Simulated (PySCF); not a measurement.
From one molecule to another.

First species: C5H8FNO.
SMILES: `C=C(F)N(C)C(C)=O`

Second species: C5H13N.
Cartesian coordinates in Å at the GFN2-xTB level; atoms count from 1:
```xyz
19
C5H13N angstrom
C      2.7059   -0.1987   -0.0873
C      1.3773    0.5297    0.0754
C      0.2003   -0.4376   -0.0462
N     -1.0747    0.2490   -0.1766
C     -1.4804    0.8997    1.0516
C     -2.1087   -0.6490   -0.6469
H      2.8118   -0.9717    0.6712
H      3.5365    0.4957    0.0132
H      2.7698   -0.6700   -1.0656
H      1.2749    1.2962   -0.6944
H      1.3609    1.0235    1.0481
H      0.3407   -1.0336   -0.9525
H      0.2020   -1.1320    0.8151
H     -2.4393    1.3907    0.8917
H     -0.7501    1.6585    1.3224
H     -1.5855    0.1930    1.8915
H     -1.8122   -1.0674   -1.6079
H     -3.0319   -0.0877   -0.7844
H     -2.3070   -1.4791    0.0506
```

Levels: PBE0/def2-SVPD for dipole moment, HOMO energy, LUMO energy, HOMO–LUMO gap, static isotropic polarisability and electronic spatial extent ⟨r²⟩ about the centre of nuclear charge; TDDFT PBE0/def2-SVPD for lowest singlet excitation; TDA PBE0/def2-SVPD for lowest triplet excitation (Tamm–Dancoff); GFN2-xTB for rotational constant A and rotational constant C. Geometries: GFN2-xTB. All species are isolated and taken at one optimised geometry, non-relativistic unless stated. Electronic properties by PySCF.

The conformers computed, where there is a choice (atom-mapped SMILES and torsion angles):
- `[CH2:1]=[C:2]([F:3])[N:4]([CH3:5])[C:6]([CH3:7])=[O:8]`: C1–C2–N4–C5 31°, C2–N4–C6–C7 5°
- `[CH3:1][CH2:2][CH2:3][N:4]([CH3:5])[CH3:6]`: C1–C2–C3–N4 -168°, C2–C3–N4–C5 -71°

| property | column X | column Y |
| --- | --- | --- |
| dipole moment | 2.49 D | 0.49 D |
| HOMO energy | -7.05 eV | -6.13 eV |
| LUMO energy | -0.50 eV | 0.81 eV |
| HOMO–LUMO gap | 6.55 eV | 6.94 eV |
| lowest singlet excitation | 5.35 eV | 5.85 eV |
| lowest triplet excitation (Tamm–Dancoff) | 4.04 eV | 5.65 eV |
| static isotropic polarisability | 74.8 au | 73.3 au |
| electronic spatial extent ⟨r²⟩ about the centre of nuclear charge | 960 bohr² | 844 bohr² |
| rotational constant A | 3.046 GHz | 7.291 GHz |
| rotational constant C | 1.246 GHz | 1.567 GHz |

(1) Which column belongs to which species?

(2) How does each property change from the first species to the second?

Answers

(1) Column X is the first species and column Y the second. The first has 16 atoms and 62 electrons, the second 19 and 50.

(2) dipole moment -2.00 D; HOMO energy +0.92 eV; LUMO energy +1.31 eV; HOMO–LUMO gap +0.39 eV; lowest singlet excitation +0.50 eV; lowest triplet excitation (Tamm–Dancoff) +1.61 eV; static isotropic polarisability -1.5 au; electronic spatial extent ⟨r²⟩ about the centre of nuclear charge -116 bohr²; rotational constant A +4.245 GHz; rotational constant C +0.321 GHz.

On the first: No computed singlet falls in the visible range (750 to 380 nm, 1.65 to 3.26 eV); S1 lies 2.09 eV above its blue end. S1 lies 1.20 eV below the HOMO–LUMO gap; its leading configuration is HOMO−1→LUMO, weight 0.67.

On the second: In wavenumbers S1 is 47200 cm⁻¹ (1 eV = 8065.54 cm⁻¹). The vertical singlet–triplet gap S1 − T1 is 0.20 eV (TDDFT singlet less Tamm–Dancoff triplet; S1: HOMO→LUMO, weight 0.92; T1: HOMO→LUMO, weight 0.89).
